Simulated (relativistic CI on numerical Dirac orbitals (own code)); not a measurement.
Input to a radial Dirac CI calculation:

```
atom Rh  Z=45  charge=43  electrons=2
nucleus A=103  rms_radius_fm=4.4945
hamiltonian dirac-coulomb  breit=on  qed=on  c_scale=1
orbitals kli  potential=per-configuration
slater_scale 1
correlation none
mixing on
configurations
  1s2
  1s 2p
  1p 2p
  1s 1p
end
```

Question: How did the run end?

Answer: The self-consistent field of one configuration failed: SCF of 1p 2p ended with code -1.
